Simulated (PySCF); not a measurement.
# Solvent effects on NMR parameters

Atoms are numbered as in `[CH3:1][C@H:2]([F:3])[C:4]([CH3:5])([CH3:6])[C:7](=[O:8])[Cl:9]` (H(Xn): hydrogen on atom n).

GIAO PBE0/pcSseg-1 in PySCF 2.14 on one PBE0-D3(BJ)/def2-SVP conformer, non-relativistic, equivalent nuclei averaged. Solvents enter as an IEF-PCM continuum (methanol with ε = 32.6, acetonitrile with ε = 35.7) around the gas-phase geometry. Shifts are referred to TMS, CFCl3 computed in the same medium.

Gas phase, δ in ppm: C7 189.4, C2 92.4, C4 56.3, C6 26.5, C5 19.0, C1 17.0, F3 -212.4, H(C2) 4.56, H(C6) 1.41, H(C1) 1.29, H(C5) 1.22. Dipole moment 1.46 D.

Question: How does each δ change in the continuum?

Answer: 
```csv
atoms,environment,"Δδ, methanol","Δδ, acetonitrile"
C7,carbonyl carbon,+3.5,+3.5
C2,sp3 CH bonded to F,+1.8,+1.8
C4,quaternary sp3 carbon α to a carbonyl,+2.2,+2.3
C6,methyl carbon,+0.6,+0.6
C5,methyl carbon,+0.7,+0.7
C1,methyl carbon,+0.6,+0.6
F3,fluorine on an sp3 carbon,-1.3,-1.3
H(C2),hydrogen on an sp3 CH bonded to F,+0.15,+0.15
H(C6),hydrogen on a methyl carbon,+0.06,+0.06
H(C1),hydrogen on a methyl carbon,+0.06,+0.06
H(C5),hydrogen on a methyl carbon,+0.08,+0.08
```

Changes are relative to the gas phase. The dipole moment becomes 1.77 D in methanol, 1.77 D in acetonitrile.

Question: Which of the listed nuclei move most (in ppm), and what does the model miss? (N and O are left out, as their reference compounds move with the solvent too.)

Answer: C7 (carbonyl carbon, +3.5 ppm) in acetonitrile. A continuum only polarises the solute; specific hydrogen bonds, the anisotropy of aromatic solvents and changes of geometry or conformer are outside it.
